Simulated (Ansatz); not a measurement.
**Reading a saddle point**

A first-order saddle point of GeSiH4F2, singlet, PBE0-D4/def2-TZVP, with one imaginary mode of 578i cm⁻¹:

```xyz
8
angstrom
Ge -0.8426 -0.1103 0.7492
Si 0.6392 0.5637 -1.0651
H 0.7219 -0.7691 0.0452
F 2.1108 1.0773 -0.6917
F 0.8436 -0.3663 -2.3549
H -1.0861 -1.5758 1.1732
H -2.2147 0.4490 0.3086
H -0.1722 0.7316 1.8354
```

Ansatz 0.2.0; basis: def2-TZVPP and def2-QZVPP; cores frozen in the correlated methods. Filled d shells of the heavier atoms are correlated. The def2 sets are not built for correlating such inner shells, so the correlated values are less sure here. Extrapolation: Hartree–Fock as exp(−7.88 √X), correlation as X^−2.97.

Problem. Which contacts change along the imaginary mode, and what lies on either side? (A judgement: the text doesn't fix the answer.)

Solution. By the calculation: The step is GeSiH₄F₂ ([F][SiH]([F])[GeH3]) → GeH₄ + SiF₂, with the molecules in contact on both sides. Shortening one way: Ge1–H3; lengthening the same way: Ge1–Si2, Si2–H3.
| pair | one side (Å) | saddle (Å) | other side (Å) |
| --- | --- | --- | --- |
| Ge1–H3 | 3.30 | 1.84 | 1.56 |
| Ge1–Si2 | 2.38 | 2.44 | 3.60 |
| Si2–H3 | 1.48 | 1.74 | 2.35 |

Problem. Which side is lower, and how far does the saddle lie above each? (To be estimated.)

Solution. The calculation gives: The side with Ge1–Si2, Si2–H3 short is lower by 34.10 kcal/mol; the saddle lies 66.47 kcal/mol above it and 32.37 kcal/mol above the other (CCSD(T) at an estimated basis limit (MP2 extrapolated from triple and quadruple zeta, plus CCSD(T) − MP2 in triple zeta); electronic energies).

The T1 diagnostic stays at or below 0.014. The restricted Hartree–Fock reference is unstable towards an unrestricted one at one or more of these structures.

Losses and insertions of silylenes and their heavier kin drive the gas-phase chemistry of silicon and germanium vapour deposition.

Labels in which every atom is bracketed show which atoms are joined, not bond orders.

For scale, one of the runs: CCSD(T)/def2-TZVPP, 208 basis functions, launched by `ansatz run in.yaml --threads 4 --pin off --events-out ev --progress --plain --max-ram 9574MiB`. Time: 87 s of wall clock on 4 CPU threads of an Arm Neoverse V2; the host was shared. Peak host memory: 2.9 GiB.
